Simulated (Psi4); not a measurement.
Al (SMILES [Al+]), charge +1, singlet.

Here is a job for Psi4.
```
memory 2 GB

molecule mol {
1 1
Al    0.000000    0.000000    0.000000
}

set {
  basis 6-31g*
  reference rks
}

energy('m06-2x')
print_variables()
```

**Question.** What does this run give for the total energy, number of basis functions?

**Answer.** 
```
Property                           Result
-------------------------  --------------
total energy               -242.109495 Ha
number of basis functions              19
```
